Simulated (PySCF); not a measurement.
From computed data to an observable: chemical shift, span and skew from a shielding tensor

C2H8AlN, SMILES [CH3][Al]([CH3])[NH2]. Atoms are numbered in the order given.

```xyz
12

Al     0.0000     0.0000     0.0250
C      1.7218     0.0000    -0.9163
H      2.5887     0.0000    -0.2350
H      1.8159     0.8834    -1.5726
H      1.8159    -0.8834    -1.5726
C     -1.7218     0.0000    -0.9163
H     -1.8159     0.8834    -1.5726
H     -2.5887     0.0000    -0.2350
H     -1.8159    -0.8834    -1.5726
N      0.0000     0.0000     1.8063
H     -0.8295     0.0000     2.3930
H      0.8295     0.0000     2.3930
```

The structure is a stationary point at B3LYP-D3(BJ)/def2-SVP. The structure was generated by enumeration; whether it is a known compound was not checked. One conformer was computed; it need not be the lowest.

GIAO shieldings from PBE/pcSseg-1 run with PySCF, non-relativistic, no solvent. The symmetric part of the tensor of N10 has the principal values 163.1, 217.5, 247.2 ppm. The same nucleus in NH3 has σ = 267.0 ppm at this level (PySCF, at its B3LYP-D3(BJ)/def2-TZVP geometry).

### Question
Work out the isotropic shielding, the ¹⁵N shift against NH3, the span and the skew.

### Answer

σ(iso) = (σ11 + σ22 + σ33)/3 = 209.3 ppm. δ = σ(ref) − σ(iso) = 267.0 − (209.3) = 57.7 ppm.
Span Ω = σ33 − σ11 = 84.1 ppm. Skew κ = 3(σ(iso) − σ22)/Ω = -0.29. Tumbling in solution averages the tensor to δ; in a static solid the shielding alone would spread this spin-1/2 line over Ω.
